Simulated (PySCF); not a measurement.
Ligands exchanged one at a time, Sn Br-OCH3. Gas-phase values, no solvent. One relaxed conformer stands for each flexible species; it need not be the lowest. Strings in code marks are SMILES. In the def2 sets, heavy atoms carry core potentials. All members: neutral, multiplicity 1. Level: CAM-B3LYP-D3(BJ)/def2-TZVP // CAM-B3LYP-D3(BJ)/def2-SVP (PySCF). Delta-SCF ions had no search for a lower state.  The removal energy is E(N − 1 electrons) − E(N electrons) at the parent's geometry; ε(HOMO) is measured against the vacuum level.

```json
[
 {"species": "`C[O][Sn]([O]C)([O]C)[O]C`", "−ε(HOMO) (eV)": "9.40", "vertical ionisation energy (Delta-SCF) (eV)": "10.02"},
 {"species": "`C[O][Sn]([Br])([O]C)[O]C`", "−ε(HOMO) (eV)": "9.57", "vertical ionisation energy (Delta-SCF) (eV)": "10.15"},
 {"species": "`C[O][Sn]([Br])([Br])[O]C` (C–O–Sn–Br torsion -174°, Br–Sn–O–C torsion 65°)", "−ε(HOMO) (eV)": "9.81", "vertical ionisation energy (Delta-SCF) (eV)": "withheld"},
 {"species": "`C[O][Sn]([Br])([Br])[Br]` (C–O–Sn–Br torsion 61°)", "−ε(HOMO) (eV)": "9.97", "vertical ionisation energy (Delta-SCF) (eV)": "10.52"},
 {"species": "`[Br][Sn]([Br])([Br])[Br]`", "−ε(HOMO) (eV)": "10.25", "vertical ionisation energy (Delta-SCF) (eV)": "11.04"}
]
```

Q: Fit vertical ionisation energy (Delta-SCF) = a + b·x to the 4 complete rows by least squares, with x = −ε(HOMO) in eV. Give a, b and the rms residual, and predict the withheld value.

A: Means of the 4 rows: x̄ = 9.7975, ȳ = 10.433 eV. Σ(x − x̄)² = 0.44427 and Σ(x − x̄)(y − ȳ) = 0.51822, so b = 1.166 and a = ȳ − b·x̄ = -0.991 eV. The rms residual is 0.074 eV. At x = 9.81 the line gives 10.45 eV. The run for `C[O][Sn]([Br])([Br])[O]C` (C–O–Sn–Br torsion -174°, Br–Sn–O–C torsion 65°) gave 10.39 eV, so the line is off by 0.06 eV, within twice the rms residual.

Codes: PySCF.
